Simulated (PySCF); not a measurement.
**DyO at PBE0**

Computed with PBE0; basis Dy x2c-TZVPall, O x2c-TZVPall; spin-free X2C with a Gaussian nucleus; PySCF 2.14.

```
state                                           : septet, about 9.1 electrons in the 4f shell (Mulliken), real f orbitals that mix terms
bond length                                     : 1.787 Å
harmonic wavenumber                             : 871 cm⁻¹
force constant                                  : 6.51 mdyn/Å
rotational constant Be                          : 0.3622 cm⁻¹
anharmonicity ωexe                              : 2.51 cm⁻¹
vibration–rotation constant αe                  : 0.00141 cm⁻¹
well depth De to Dy (4f10 6s2) + O              : 584 kJ/mol
dissociation energy D0                          : 579 kJ/mol
bond order (Mayer)                              : 2.13
dipole moment (positive dipole means Dy(−)O(+)) : -4.62 D
```

Spin–orbit coupling is left out, which matters for elements this heavy, above all for dissociation energies. With d or f electrons several states lie close, and the lowest PBE0 determinant need not be the measured ground state.
